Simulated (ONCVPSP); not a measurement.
## rubidium: excitation energies, all-electron against ONCV

| Quantity | Value |
| --- | --- |
| Element | Rb |
| Generator | ONCVPSP 4.0.1 |
| Type | optimised norm-conserving Vanderbilt (ONCV) |
| Functional | LDA (Perdew-Wang 92) |
| Relativity | fully relativistic |
| Frozen core | [Ar] 3d10 |
| Valence charge | 9 |
| Reference configuration | 4s2 4p6 (charge +1) |
| Partial waves | 4s: rc 2.05 bohr, ncon 4, nbas 8, qcut 4.6 1/bohr, 2 projectors, debl 1.9 Ha; 4p: rc 2.55 bohr, ncon 3, nbas 6, qcut 6.8 1/bohr, 1 projector; d scattering state at 0.03 Ha: rc 2.45 bohr, ncon 3, nbas 8, qcut 4.5 1/bohr, 1 projector |
| Local potential | polynomial inside 1.45 bohr (lpopt 5, dvloc0 0 Ha) |
| Core correction | none |

Open shells are filled in proportion to 2j + 1.

In the d channel the program set the typed energies aside and used 0.050 Ha (j = l + 1/2; the other j can differ).

Energies are relative to the spin-unpolarised reference configuration 4s2 4p6; without spin polarisation the order of configurations can differ from experiment.

Q: Give the all-electron excitation energy and the error of the potential for: 4s2 4p6 5s1; 4s2 4p6 5s0.5; 4s2 4p6 5p1; 4s1 4p6 5s1.

A:

```
valence configuration  charge  ΔE all-electron (eV)  error AE − PS (meV)
          4s2 4p6 5s1       0                -4.274                 +0.3
        4s2 4p6 5s0.5    +0.5                -2.617                 +0.2
          4s2 4p6 5p1       0                -2.657                 +8.1
          4s1 4p6 5s1      +1                33.559                  -21
```

Levels in the configuration 4s2 4p6 5p1:

```
   level  all-electron (eV)  pseudo (eV)
4s j=1/2            -33.425      -33.401
4p j=3/2            -17.172      -17.151
4p j=1/2            -18.075      -18.054
5p j=3/2             -1.358       -1.359
5p j=1/2             -1.395       -1.397
```

Note: no bound ghost flagged but for a GHOST(-) flag that falls on a real empty level of the atom; GHOST(+) flagged for s at 111.4 eV.
